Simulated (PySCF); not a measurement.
PySCF job for H₄HfO₃, SMILES [OH][HfH]([OH])[OH], multiplicity 1, PBE-D3(BJ)/def2-SVP. Geometry optimised at PBE-D3(BJ)/def2-SVP. The multiplicity is an assumed one; no other spin state was optimised. The structure was generated by enumeration; whether it is a known compound was not checked. The def2 effective core potentials stand for the cores of Hf; spin–orbit coupling is left out. Other conformers were not sampled.

```python
import numpy as np
from pyscf import gto, scf, dft, df
from pyscf.hessian import thermo

mol = gto.M(
    atom='''
    Hf    0.00000000   -0.00000000   -0.12400221
    O    -1.62096036   -0.93586190    0.35840676
    H    -2.37569093   -1.37160580    0.77233861
    O    -0.00000000    1.87172380    0.35840676
    H    -0.00000001    2.74321160    0.77233860
    O     1.62096036   -0.93586190    0.35840676
    H     2.37569093   -1.37160580    0.77233860
    H    -0.00000000    0.00000000   -1.99061902
    ''',
    basis='def2-SVP',
    ecp={'Hf': 'def2-svp'},
    charge=0,
    spin=0,
    max_memory=1600,
    verbose=3,
)
mf = dft.RKS(mol, xc='pbe').density_fit(auxbasis='def2-universal-jkfit')
mf.disp = 'd3bj'
mf.grids.level = 3
mf.conv_tol = 1e-11
mf.max_cycle = 100
mf.kernel()

# [left out here: the lines that compute and print the analytic Hessian (its translational invariance restored by hand, since the grid's response is missing), thermochemistry and intensities]
```

Program output:

```
converged SCF energy = -275.885538378068

WARN: DFTD3 does not support analytical Hessian, using finite difference


WARN: Mole.unit (angstrom) is changed to Bohr

Mode                                 0                   1                   2
Irrep
Freq [cm^-1]                      101.0453            132.3919            159.4971
Reduced mass [au]                   1.1347              3.2839              4.1418
Force const [Dyne/A]                0.0068              0.0339              0.0621
Char temp [K]                     145.3817            190.4825            229.4808
Normal mode                   x     y     z       x     y     z       x     y     z
       0  Hf                -0.00  0.00 -0.00    0.00  0.00 -0.03    0.02 -0.00  0.00
       1   O                 0.02 -0.04  0.00    0.03  0.02  0.10   -0.01  0.09  0.03
       2   H                -0.27  0.47 -0.00    0.10  0.06  0.27   -0.06  0.18  0.04
       3   O                -0.05 -0.00  0.00    0.00 -0.04  0.10   -0.17 -0.00  0.00
       4   H                 0.54 -0.00  0.00   -0.00 -0.12  0.27   -0.35 -0.00  0.00
       5   O                 0.02  0.04  0.00   -0.03  0.02  0.10   -0.01 -0.09 -0.03
       6   H                -0.27 -0.47  0.00   -0.10  0.06  0.27   -0.05 -0.17 -0.04
       7   H                 0.00 -0.00 -0.00   -0.00 -0.00 -0.04   -0.02  0.00  0.00
Mode                                 3                   4                   5
Irrep
Freq [cm^-1]                      159.5175            263.4075            263.6100
Reduced mass [au]                   4.1435              1.2427              1.2425
Force const [Dyne/A]                0.0621              0.0508              0.0509
Char temp [K]                     229.5102            378.9847            379.2761
Normal mode                   x     y     z       x     y     z       x     y     z
       0  Hf                -0.00 -0.02 -0.00    0.01  0.00 -0.00   -0.00  0.01 -0.00
       1   O                -0.09  0.11 -0.02   -0.03  0.03 -0.01    0.04 -0.07 -0.01
       2   H                -0.17  0.25 -0.02    0.24 -0.25  0.18   -0.26  0.54  0.10
       3   O                 0.00 -0.04  0.04   -0.09 -0.00  0.00    0.00 -0.01  0.02
       4   H                 0.00 -0.04  0.04    0.69  0.00 -0.00   -0.00  0.10 -0.21
       5   O                 0.09  0.12 -0.02   -0.03 -0.04  0.01   -0.03 -0.07 -0.01
       6   H                 0.17  0.26 -0.02    0.25  0.26 -0.18    0.26  0.54  0.10
       7   H                 0.00  0.02 -0.00    0.05  0.00 -0.00   -0.00  0.05 -0.00
Mode                                 6                   7                   8
Irrep
Freq [cm^-1]                      338.3080            338.5545            369.5926
Reduced mass [au]                   1.1402              1.1402              1.3791
Force const [Dyne/A]                0.0769              0.0770              0.1110
Char temp [K]                     486.7499            487.1045            531.7614
Normal mode                   x     y     z       x     y     z       x     y     z
       0  Hf                -0.00  0.00 -0.00    0.00  0.00 -0.00   -0.00  0.00  0.01
       1   O                -0.02  0.01 -0.03   -0.02 -0.03 -0.05   -0.03 -0.02 -0.07
       2   H                 0.22 -0.10  0.32    0.18  0.23  0.58    0.18  0.10  0.44
       3   O                -0.00 -0.03  0.06    0.02 -0.00  0.00    0.00  0.03 -0.07
       4   H                 0.01  0.30 -0.66   -0.22  0.01 -0.02   -0.00 -0.20  0.44
       5   O                 0.03  0.01 -0.03   -0.02  0.03  0.05    0.03 -0.02 -0.07
       6   H                -0.23 -0.08  0.34    0.17 -0.23 -0.56   -0.18  0.10  0.44
       7   H                -0.00  0.06 -0.00    0.06  0.00 -0.00    0.00  0.00  0.03
Mode                                 9                  10                  11
Irrep
Freq [cm^-1]                      523.6699            523.7085            690.7116
Reduced mass [au]                   1.1180              1.1179              5.9793
Force const [Dyne/A]                0.1806              0.1807              1.6807
Char temp [K]                     753.4444            753.4999            993.7802
Normal mode                   x     y     z       x     y     z       x     y     z
       0  Hf                 0.00 -0.00  0.00    0.00  0.00 -0.00    0.03  0.00 -0.00
       1   O                -0.03 -0.02  0.05   -0.02 -0.01  0.03   -0.13 -0.07  0.04
       2   H                -0.06 -0.02  0.00   -0.02 -0.04  0.00   -0.15 -0.07  0.01
       3   O                 0.00  0.00  0.00   -0.00 -0.04 -0.05   -0.01 -0.00 -0.00
       4   H                -0.03  0.00  0.00    0.00 -0.06 -0.00   -0.02 -0.00 -0.00
       5   O                -0.03  0.02 -0.05    0.02 -0.01  0.03   -0.13  0.07 -0.03
       6   H                -0.06  0.02 -0.00    0.02 -0.04  0.00   -0.15  0.07 -0.01
       7   H                 0.94 -0.00  0.00    0.00  0.94 -0.00   -0.25 -0.00  0.00
Mode                                12                  13                  14
Irrep
Freq [cm^-1]                      690.7500            701.5751           1669.9745
Reduced mass [au]                   5.9812              8.1043              1.0150
Force const [Dyne/A]                1.6814              2.3502              1.6678
Char temp [K]                     993.8354           1009.4103           2402.7215
Normal mode                   x     y     z       x     y     z       x     y     z
       0  Hf                -0.00  0.03 -0.00    0.00  0.00  0.01   -0.00 -0.00  0.01
       1   O                -0.07 -0.05  0.02    0.11  0.07 -0.04   -0.00 -0.00 -0.00
       2   H                -0.07 -0.06  0.01    0.13  0.07 -0.02   -0.00 -0.00  0.00
       3   O                 0.00 -0.17 -0.04   -0.00 -0.13 -0.04    0.00  0.00 -0.00
       4   H                 0.00 -0.19 -0.01    0.00 -0.15 -0.02   -0.00  0.00  0.00
       5   O                 0.07 -0.05  0.02   -0.11  0.07 -0.04    0.00 -0.00 -0.00
       6   H                 0.07 -0.06  0.01   -0.13  0.07 -0.02    0.00 -0.00  0.00
       7   H                 0.00 -0.25  0.00   -0.00 -0.00 -0.01    0.00 -0.00 -0.99
Mode                                15                  16                  17
Irrep
Freq [cm^-1]                     3886.4170           3886.5515           3890.0495
Reduced mass [au]                   1.0694              1.0694              1.0708
Force const [Dyne/A]                9.5170              9.5176              9.5474
Char temp [K]                    5591.6888           5591.8822           5596.9151
Normal mode                   x     y     z       x     y     z       x     y     z
       0  Hf                -0.00 -0.00  0.00   -0.00  0.00 -0.00   -0.00 -0.00 -0.00
       1   O                 0.03  0.02 -0.02   -0.02 -0.01  0.01   -0.03 -0.02  0.02
       2   H                -0.54 -0.31  0.29    0.30  0.17 -0.16    0.44  0.25 -0.24
       3   O                -0.00  0.00  0.00   -0.00 -0.05 -0.02   -0.00  0.03  0.02
       4   H                 0.00 -0.01 -0.00    0.00  0.71  0.33    0.00 -0.50 -0.24
       5   O                 0.03 -0.02  0.02    0.02 -0.01  0.01    0.03 -0.02  0.02
       6   H                -0.53  0.31 -0.29   -0.32  0.18 -0.17   -0.44  0.25 -0.24
       7   H                 0.00  0.00  0.00    0.00 -0.00 -0.00    0.00  0.00 -0.00
temperature 298.1500 [K]
pressure 101325.00 [Pa]
Rotational constants [GHz] 4.59145 4.59145 2.64726
Symmetry number 3
Zero-point energy (ZPE) 0.04235 [Eh]   111188.896 [J/mol]
                           tot       elec      trans        rot        vib
Entropy [J/mol/K]       362.262      0.000    176.596    100.308     85.358
Cv [J/mol/K]            112.059      0.000     12.472     12.472     87.115
Cp [J/mol/K]            120.373      0.000     20.786     12.472     87.115
Internal energy [J/mol]                      3718.434   3718.434 125489.797
Internal energy [Eh]   -275.83491  -275.88554
Enthalpy [J/mol]                             6197.391   3718.434 125489.797
Enthalpy [Eh]          -275.83397
Gibbs free energy [J/mol]                  -46454.698 -26188.329 100040.342
Gibbs free energy [Eh] -275.87510
mode   freq/cm-1   IR/(km/mol)
   1      101.05         0.000
   2      132.39        11.597
   3      159.50         0.978
   4      159.52         0.966
   5      263.41       292.538
   6      263.61       292.466
   7      338.31         2.862
   8      338.55         2.805
   9      369.59       296.493
  10      523.67        39.650
  11      523.71        39.697
  12      690.71       182.184
  13      690.75       182.041
  14      701.58        31.762
  15     1669.97       296.537
  16     3886.42       281.197
  17     3886.55       281.887
  18     3890.05        92.587
max |gradient| / (hartree/bohr): 0.00010701949331975007
APT charges: [ 2.0693 -0.94    0.3732 -0.94    0.3734 -0.94    0.3733 -0.3692]
```

Self-consistency was reached.
